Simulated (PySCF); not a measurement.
Computed IR spectrum (relative IR intensity) of a molecule C4H6Ge. Geometry: B3LYP-D3(BJ)/def2-SVP. One conformer was computed; it need not be the lowest. These are PySCF with B3LYP-D3(BJ)/def2-SVP values and carry that method's errors. Frequencies are harmonic and unscaled.

ν (cm⁻¹): 240 (vw), 412 (w), 430 (vw), 565 (w), 635 (w), 644 (m), 678 (m), 683 (m), 832 (vs), 877 (m), 890 (w), 959 (w), 1420 (vw), 2130 (m), 2138 (s), 2141 (s), 3130 (vw), 3471 (m) (against the strongest line: vs over 80 %, s over 45 %, m over 15 %, w over 4 %, vw less)

Question: Which molecule gave these data?
A) C1=[CH][GeH2][CH]=C1
B) C#C/C=[CH]/[GeH3]
C) C#C[C](=C)[GeH3]

Answer: C, C#C[C](=C)[GeH3]
